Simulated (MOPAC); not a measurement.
Job for MOPAC: PM7 on CH6ClN (a complex), monomers drawn apart or pushed together.

```
PM7 1SCF PRECISE CHARGE=0 THREADS=1
CH6ClN

Cl     0.01282134 1    -0.03239786 1     0.03733617 1
H     -0.19402294 1     0.39193643 1    -1.15764732 1
C     -0.16500599 1     0.54779220 1     4.00790730 1
N      0.38454518 1    -0.72090090 1     3.53336939 1
H     -1.18286534 1     0.65928747 1     3.63160504 1
H      0.42157687 1     1.36872353 1     3.59309057 1
H     -0.19017997 1     0.66409190 1     5.09993238 1
H     -0.15177804 1    -1.50434207 1     3.88517395 1
H      1.33880263 1    -0.84465638 1     3.84835337 1
```

Output:

```
*******************************************************************************
 **                                                                           **
 **                              MOPAC v23.2.5                                **
 **                                                                           **
 *******************************************************************************
 ** MOPAC's Digital Object Identifier: https://doi.org/10.5281/zenodo.6511958 **
 **                                                                           **
 ** Please cite the open-source release paper for use of this MOPAC version:  **
 ** J. E. Moussa and J. J. P. Stewart (2026)                                  **
 ** MOPAC: An open-source semiempirical molecular orbital program             **
 ** J. Open Source Softw., 11(119), 8025, https://doi.org/10.21105/joss.08025 **
 *******************************************************************************

                              PM7 CALCULATION RESULTS

 *******************************************************************************
 *  PM7        - The PM7 Hamiltonian to be used
 *
 *
 *
 *                 CHARGE ON SYSTEM = 0
 *
 *
 *
 *  PRECISE    - TIGHTER CRITERIA TO BE USED
 *  1SCF       - DO 1 SCF AND THEN STOP
 *  THREADS=1  - MULTI-THREADING NOT USED
 *  T=         - A TIME OF 172800.0 SECONDS REQUESTED
 *  DUMP=N     - RESTART FILE WRITTEN EVERY 7200.0 SECONDS REQUESTED
 *******************************************************************************
PM7 1SCF PRECISE CHARGE=0 THREADS=1
 CH6ClN

   ATOM   CHEMICAL          X               Y               Z
  NUMBER   SYMBOL      (ANGSTROMS)     (ANGSTROMS)     (ANGSTROMS)

     1      Cl          0.01282134  *  -0.03239786  *   0.03733617  *
     2       H         -0.19402294  *   0.39193643  *  -1.15764732  *
     3       C         -0.16500599  *   0.54779220  *   4.00790730  *
     4       N          0.38454518  *  -0.72090090  *   3.53336939  *
     5       H         -1.18286534  *   0.65928747  *   3.63160504  *
     6       H          0.42157687  *   1.36872353  *   3.59309057  *
     7       H         -0.19017997  *   0.66409190  *   5.09993238  *
     8       H         -0.15177804  *  -1.50434207  *   3.88517395  *
     9       H          1.33880263  *  -0.84465638  *   3.84835337  *



          CARTESIAN COORDINATES

    NO.       ATOM           X           Y           Z

     1        Cl          0.0128     -0.0324      0.0373
     2         H         -0.1940      0.3919     -1.1576
     3         C         -0.1650      0.5478      4.0079
     4         N          0.3845     -0.7209      3.5334
     5         H         -1.1829      0.6593      3.6316
     6         H          0.4216      1.3687      3.5931
     7         H         -0.1902      0.6641      5.0999
     8         H         -0.1518     -1.5043      3.8852
     9         H          1.3388     -0.8447      3.8484

 General Reference for PM7:
 "Optimization of Parameters for Semiempirical Methods VI: More Modifications to the
 NDDO Approximations and Re-optimization of Parameters", J. J. P. Stewart, J. Mol. Mod., 1:32, 19 (2013)
 https://link.springer.com/article/10.1007/s00894-012-1667-x

           Empirical Formula: C H6 N Cl  =     9 atoms



      MOLECULAR POINT GROUP   :   Cs


      RHF CALCULATION, NO. OF DOUBLY OCCUPIED LEVELS = 11


 -------------------------------------------------------------------------------
 PM7 1SCF PRECISE CHARGE=0 THREADS=1
 CH6ClN



     1SCF WAS SPECIFIED, SO BFGS WAS NOT USED
     SCF FIELD WAS ACHIEVED


                              PM7 CALCULATION
                                                       MOPAC v23.2.5 Linux




          FINAL HEAT OF FORMATION =        -24.17635 KCAL/MOL =    -101.15386 KJ/MOL


          COSMO AREA              =        114.89 SQUARE ANGSTROMS
          COSMO VOLUME            =         93.25 CUBIC ANGSTROMS

          IONIZATION POTENTIAL    =          9.337452 EV
          HOMO LUMO ENERGIES (EV) =         -9.337  2.386
          NO. OF FILLED LEVELS    =         11
          MOLECULAR WEIGHT        =         67.5181         POINT GROUP:  Cs

          MOLECULAR DIMENSIONS (Angstroms)

            Atom       Atom       Distance
            H     7    H     2     6.26350
            H     9    H     5     2.94012
            H     8    H     6     2.76752


          SCF CALCULATIONS        =          1





   ATOM   CHEMICAL          X               Y               Z
  NUMBER   SYMBOL      (ANGSTROMS)     (ANGSTROMS)     (ANGSTROMS)

     1      Cl          0.01282134  *  -0.03239786  *   0.03733617  *
     2       H         -0.19402294  *   0.39193643  *  -1.15764732  *
     3       C         -0.16500599  *   0.54779220  *   4.00790730  *
     4       N          0.38454518  *  -0.72090090  *   3.53336939  *
     5       H         -1.18286534  *   0.65928747  *   3.63160504  *
     6       H          0.42157687  *   1.36872353  *   3.59309057  *
     7       H         -0.19017997  *   0.66409190  *   5.09993238  *
     8       H         -0.15177804  *  -1.50434207  *   3.88517395  *
     9       H          1.33880263  *  -0.84465638  *   3.84835337  *

                             CARTESIAN COORDINATES

   1   Cl        0.012821340    -0.032397860     0.037336170
   2    H       -0.194022940     0.391936430    -1.157647320
   3    C       -0.165005990     0.547792200     4.007907300
   4    N        0.384545180    -0.720900900     3.533369390
   5    H       -1.182865340     0.659287470     3.631605040
   6    H        0.421576870     1.368723530     3.593090570
   7    H       -0.190179970     0.664091900     5.099932380
   8    H       -0.151778040    -1.504342070     3.885173950
   9    H        1.338802630    -0.844656380     3.848353370


           Empirical Formula: C H6 N Cl  =     9 atoms



      MOLECULAR POINT GROUP   :   Cs


                  EIGENVALUES
 -35.22747 -25.85672 -23.64476 -16.88874 -15.44238 -14.80699 -14.07045 -12.57921
 -11.24761 -11.24715  -9.33745   2.38559   3.79519   5.48033   5.63740   6.22721
   6.80366   7.15401  70.08512  70.22964  70.23327  70.82673  70.82695


              NET ATOMIC CHARGES AND DIPOLE CONTRIBUTIONS

  ATOM NO.   TYPE          CHARGE      No. of ELECS.   s-Pop       p-Pop       d-Pop
    1         Cl          -0.203352        7.2034     1.98178     5.21975     0.00182
    2          H           0.202662        0.7973     0.79734
    3          C          -0.273524        4.2735     1.05210     3.22142
    4          N          -0.605637        5.6056     1.64224     3.96339
    5          H           0.147171        0.8528     0.85283
    6          H           0.147162        0.8528     0.85284
    7          H           0.109364        0.8906     0.89064
    8          H           0.238080        0.7619     0.76192
    9          H           0.238074        0.7619     0.76193
 DIPOLE           X         Y         Z       TOTAL
 POINT-CHG.    -0.384     0.887    -0.078     0.969
 HYBRID         0.085    -0.151     0.609     0.633
 SUM           -0.299     0.736     0.531     0.955


          ATOMIC ORBITAL ELECTRON POPULATIONS

     Atom    s        px        py        pz      x^2-y^2     xz        z^2       yz        xy
    1 Cl   1.98178   1.97977   1.91513   1.32486   0.00002   0.00018   0.00117   0.00043   0.00002
    2  H   0.79734
    3  C   1.05210   1.14236   0.97220   1.10687
    4  N   1.64224   1.17765   1.11537   1.67037
    5  H   0.85283
    6  H   0.85284
    7  H   0.89064
    8  H   0.76192
    9  H   0.76193

 **********************
 *                    *
 * JOB ENDED NORMALLY *
 *                    *
 **********************




 == MOPAC DONE ==
```

The run finished.

Cost: around 0.03 core-seconds (rough).
